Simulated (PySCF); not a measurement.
# `CC1=C[Si@@H](C)C=C[SiH2]1` in a uniform electric field

Species: C6H12Si2.
Geometry (PBE0-D3(BJ)/def2-SVP, Å), atoms numbered from 1 in this order:
```
atom  x, y, z in Å
C1     2.410   -0.694    1.323
C2     1.207   -0.215    0.560
C3     0.235   -1.058    0.153
Si4   -1.318   -0.622   -0.792
C5    -2.851   -1.104    0.187
C6    -1.338    1.213   -1.173
C7    -0.393    2.090   -0.784
Si8    1.131    1.634    0.200
H9     2.487   -0.192    2.302
H10    3.343   -0.460    0.782
H11    2.376   -1.781    1.495
H12    0.365   -2.123    0.408
H13   -1.339   -1.385   -2.085
H14   -2.882   -0.567    1.148
H15   -2.858   -2.185    0.396
H16   -3.766   -0.862   -0.375
H17   -2.192    1.599   -1.751
H18   -0.513    3.148   -1.059
H19    2.367    2.047   -0.543
H20    1.155    2.391    1.494
```

Level: CAM-B3LYP/def2-SVPD (PySCF); nuclei fixed, core orbitals frozen in the response. Permanent dipole (-0.266, -0.236, 0.434) D (1 au = 2.5417 D). Static polarisability (au):

```
x   139.26  17.33  18.10
y    17.33 126.78   0.02
z    18.10   0.02 102.21
```

Only the terms in μ and α are kept: μ(F) = μ + αF and ΔE = −μ·F − ½ F·αF.

**Question.** A field of 0.005 au (0.257 V/Å) is applied along each axis in both senses. Find the induced dipole, the size of the total dipole and the two energy terms.

**Answer.** 
```
field along  induced x (D)  induced y (D)  induced z (D)  total size (D)  −μ·F (kJ/mol)  −½F·αF (kJ/mol)
         +x          1.770          0.220          0.230           1.644         +1.374           -4.570
         −x         -1.770         -0.220         -0.230           2.096         -1.374           -4.570
         +y          0.220          1.611          0.000           1.443         +1.219           -4.161
         −y         -0.220         -1.611          0.000           1.959         -1.219           -4.161
         +z          0.230          0.000          1.299           1.749         -2.242           -3.354
         −z         -0.230          0.000         -1.299           1.025         +2.242           -3.354
```

**Question.** For the field (-0.0010, -0.0030, -0.0040) au, what is the induced dipole, and what angle does it make with the field?

**Answer.** αF = (-0.670, -1.011, -1.085) D, at 14.2° to the field. The polarisability along this direction, F·αF/F², is 121.73 au, against a mean of 122.75 au.

**Question.** Which field along μ doubles the dipole in that direction (linear response)?

**Answer.** The polarisability along the dipole is 108.51 au, so F = 0.2207 au / 108.51 au = 0.0020 au = 0.10 V/Å; higher-order terms are ignored.

**Question.** What field makes μF equal to kT at 298 K?

**Answer.** kT = 0.9437 × 10⁻³ Eh, so F = 0.00428 au = 22 MV/cm.

**Question.** A unit point charge sits 7 Å away. Estimate the induction energy −αe²/2R⁴ with the mean polarisability, treating the molecule as a point.

**Answer.** R = 13.23 bohr, so the energy is −122.8/(2 × 13.23⁴) Eh = -5.26 kJ/mol. The charge–dipole term at its most favourable orientation, −μe/R², is -3.31 kJ/mol.

Isolated species at its PBE0-D3(BJ)/def2-SVP geometry, gas phase.

The run behind these numbers computed excited states as well. The run took about 1.8 min of CPU time (one thread, shared machine).
